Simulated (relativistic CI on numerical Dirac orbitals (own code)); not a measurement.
# Re⁴⁺: 4f photoemission

Computed with this model: Dirac-Coulomb-Breit CI, orbitals from a KLI potential per configuration, model QED, valence Slater integrals scaled by 0.9, multiplet model of photoemission in the sudden approximation; configurations [Xe] 4f14 5d3 → [Xe] 4f13 5d3; 300 K; Lorentzian 0.17 eV and Gaussian 0.5 eV FWHM. Energies are those of the free ion, without screening or charge transfer. The energies are binding energies and can lie tens of eV above those of solids. S is read from ⟨S²⟩ = S(S + 1).

free ion: ground-state S = 1.42, centroid 96.94 eV. Peaks (eV, height): 95.4 (100), 98.3 (66), 99.2 (24).

Strongest unbroadened transitions for free ion:

```tsv
Energy (eV)	Relative strength
95.19	100.0
95.37	85.0
95.62	55.0
95.77	63.6
96.11	88.1
96.73	9.4
97.13	9.6
97.40	14.3
97.78	17.5
98.22	95.3
98.50	24.9
98.55	12.4
98.74	10.5
99.11	13.1
99.33	11.8
99.46	8.0
99.58	7.2
100.21	10.5
```
